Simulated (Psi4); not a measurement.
BCl3 (SMILES ClB(Cl)Cl), singlet, geometry from GFN2-xTB; QCISD(T)/6-31G in Psi4.

Input for Psi4:
```
memory 2 GB

molecule mol {
0 1
B    -0.000129    0.000175   -0.010652
Cl    0.026664    1.722908    0.028970
Cl    1.478870   -0.884263   -0.031397
Cl   -1.505497   -0.838697    0.005559
}

set {
  basis 6-31g
  reference rhf
}

energy('qcisd(t)')
print_variables()
```

It wrote (shortened):

```
   => Loading Basis Set <=

    Name: 6-31G
    Role: ORBITAL
    Keyword: BASIS

         ---------------------------------------------------------
                                   SCF
               by Justin Turney, Rob Parrish, Andy Simmonett
                          and Daniel G. A. Smith
                              RHF Reference
         ---------------------------------------------------------

  ==> Geometry <==

    Molecular point group: c1
    Full point group: C1

    Geometry (in Angstrom), charge = 0, multiplicity = 1:

       Center              X                  Y                   Z               Mass
    ------------   -----------------  -----------------  -----------------  -----------------
         B           -0.000127909961     0.000174066149    -0.010585152600    11.009305360000
         CL           0.026665090039     1.722907066149     0.029036847400    34.968852682000
         CL           1.478871090039    -0.884263933851    -0.031330152600    34.968852682000
         CL          -1.505495909961    -0.838697933851     0.005625847400    34.968852682000

  Running in c1 symmetry.

  Rotational constants: A =      0.10821  B =      0.10821  C =      0.05411 [cm^-1]
  Rotational constants: A =   3244.06758  B =   3244.06639  C =   1622.04769 [MHz]
  Nuclear repulsion =  232.002564331462736

  Charge       = 0
  Multiplicity = 1
  Electrons    = 56
  Nalpha       = 28
  Nbeta        = 28

  ==> Algorithm <==

  SCF Algorithm Type is PK.
  DIIS enabled.
  MOM disabled.
  Fractional occupation disabled.
  Guess Type is SAD.
  Energy threshold   = 1.00e-08
  Density threshold  = 1.00e-08
  Integral threshold = 1.00e-12

  ==> Primary Basis <==

  Basis Set: 6-31G
    Blend: 6-31G
    Number of shells: 26
    Number of basis functions: 48
    Number of Cartesian functions: 48
    Spherical Harmonics?: false
    Max angular momentum: 1

  ==> Integral Setup <==

  Using in-core PK algorithm.
   Calculation information:
      Number of atoms:                   4
      Number of AO shells:              26
      Number of primitives:             92
      Number of atomic orbitals:        48
      Number of basis functions:        48

      Integral cutoff                 1.00e-12
      Number of threads:                 1

  Performing in-core PK
  Using 1384152 doubles for integral storage.
  We computed 52049 shell quartets total.
  Whereas there are 61776 unique shell quartets.

  ==> DiskJK: Disk-Based J/K Matrices <==

    J tasked:                  Yes
    K tasked:                  Yes
    wK tasked:                  No
    Schwarz Cutoff:          1E-12

  Minimum eigenvalue in the overlap matrix is 1.1870427173E-02.
  Reciprocal condition number of the overlap matrix is 2.9170337409E-03.
    Using symmetric orthogonalization.

  ==> Pre-Iterations <==

  SCF Guess: Superposition of Atomic Densities via on-the-fly atomic UHF (no occupation information).

   -------------------------
    Irrep   Nso     Nmo
   -------------------------
     A         48      48
   -------------------------
    Total      48      48
   -------------------------

  ==> Iterations <==

                        Total Energy        Delta E     RMS |[F,P]|

   @RHF iter SAD: -1403.20340467008396   -1.40320e+03   0.00000e+00
   @RHF iter   1: -1403.10245077979539    1.00954e-01   5.84622e-03 ADIIS/DIIS
   @RHF iter   2: -1403.14800436158021   -4.55536e-02   2.71934e-03 ADIIS/DIIS
   @RHF iter   3: -1403.15935369848921   -1.13493e-02   3.23398e-04 ADIIS/DIIS
   @RHF iter   4: -1403.15974834214535   -3.94644e-04   5.70540e-05 DIIS
   @RHF iter   5: -1403.15976389015191   -1.55480e-05   1.03176e-05 DIIS
   @RHF iter   6: -1403.15976430888600   -4.18734e-07   1.88515e-06 DIIS
   @RHF iter   7: -1403.15976432101206   -1.21261e-08   2.76510e-07 DIIS
   @RHF iter   8: -1403.15976432128832   -2.76259e-10   3.88042e-08 DIIS
   @RHF iter   9: -1403.15976432129128   -2.95586e-12   3.62731e-09 DIIS
  Energy and wave function converged.

  ==> Post-Iterations <==

    Orbital Energies [Eh]
    ---------------------

    Doubly Occupied:

       1A   -104.852883     2A   -104.852883     3A   -104.852860
       4A    -10.598144     5A    -10.598144     6A    -10.598111
       7A     -8.066400     8A     -8.066398     9A     -8.066398
      10A     -8.062598    11A     -8.062597    12A     -8.062593
      13A     -8.062119    14A     -8.062111    15A     -8.062111
      16A     -7.802950    17A     -1.217565    18A     -1.145310
      19A     -1.145310    20A     -0.714586    21A     -0.627628
      22A     -0.627628    23A     -0.577973    24A     -0.500985
      25A     -0.500985    26A     -0.492920    27A     -0.492920
      28A     -0.470575

    Virtual:

      29A      0.065723    30A      0.196639    31A      0.269676
      32A      0.269676    33A      0.466296    34A      0.541217
      35A      0.543642    36A      0.543642    37A      0.620882
      38A      0.623752    39A      0.623753    40A      0.641453
      41A      0.641453    42A      0.660548    43A      0.660548
      44A      0.688628    45A      0.718302    46A      0.826687
      47A      0.897614    48A      0.897614

    Final Occupation by Irrep:
              A
    DOCC [    28 ]
    NA   [    28 ]
    NB   [    28 ]

  @RHF Final Energy: -1403.15976432129128

   => Energetics <=

    Nuclear Repulsion Energy =            232.0025643314627359
    One-Electron Energy =               -2399.8372831950555337
    Two-Electron Energy =                 764.6749545423014069
    Total Energy =                      -1403.1597643212912772

Computation Completed

Properties will be evaluated at   0.000000,   0.000000,   0.000000 [a0]

Properties computed using the SCF density matrix

 Multipole Moments:

 ------------------------------------------------------------------------------------
     Multipole            Electronic (a.u.)      Nuclear  (a.u.)        Total (a.u.)
 ------------------------------------------------------------------------------------

 L = 1.  Multiply by 2.5417464519 to convert [e a0] to [Debye]
 Dipole X            :         -0.0002275            0.0000851           -0.0001424
 Dipole Y            :          0.0003133           -0.0001158            0.0001975
 Dipole Z            :         -0.0189420            0.0070439           -0.0118981
 Magnitude           :                                                    0.0119006

 ------------------------------------------------------------------------------------

 MINTS: Wrapper to libmints.
   by Justin Turney

   Calculation information:
      Number of threads:                 1
      Number of atoms:                   4
      Number of AO shells:              26
      Number of SO shells:              26
      Number of primitives:             92
      Number of atomic orbitals:        48
      Number of basis functions:        48

      Number of irreps:                  1
      Integral cutoff                 1.00e-12
      Number of functions per irrep: [  48 ]

 OEINTS: Overlap, kinetic, potential, dipole, and quadrupole integrals
         stored in file 35.

      Computed 584765 non-zero two-electron integrals.
        Stored in file 33.

        ==> Transform all two-electron integrals <==

	Presorting SO-basis two-electron integrals.
	Sorting File: SO Ints (nn|nn) nbuckets = 1
	Constructing frozen core operators
	Starting first half-transformation.
	Sorting half-transformed integrals.
	First half integral transformation complete.
	Starting second half-transformation.
	Two-electron integral transformation complete.

Traceback (most recent call last):
  File "psi4", line 375, in <module>
  File "<string>", line 25, in <module>
  File "site-packages/psi4/driver/driver.py", line 533, in energy
  File "site-packages/psi4/driver/procrouting/proc.py", line 5712, in run_fnocc

RuntimeError:
Fatal Error: ndocc must be less than nvirt
The most recent 5 function calls were:

psi::PsiException::PsiException(std::__cxx11::basic_string<char, std::char_traits<char>, std::allocator<char> >, char const*, int)

Printing out the relevant lines from the Psithon --> Python processed input file:
    Cl   -1.505497   -0.838697    0.005559
    ""","mol")
    core.IO.set_default_namespace("mol")
    core.set_global_option("BASIS", "6-31g")
    core.set_global_option("REFERENCE", "rhf")
--> energy('qcisd(t)')
    print_variables()

!----------------------------------------------------------------------------------!
!                                                                                  !
! Fatal Error: ndocc must be less than nvirt                                       !
! The most recent 5 function calls were:                                           !
! psi::PsiException::PsiException(std::__cxx11::basic_string<char,                 !
!     std::char_traits<char>, std::allocator<char> >, char const*, int)            !
!                                                                                  !
!----------------------------------------------------------------------------------!
```

The run crashed.
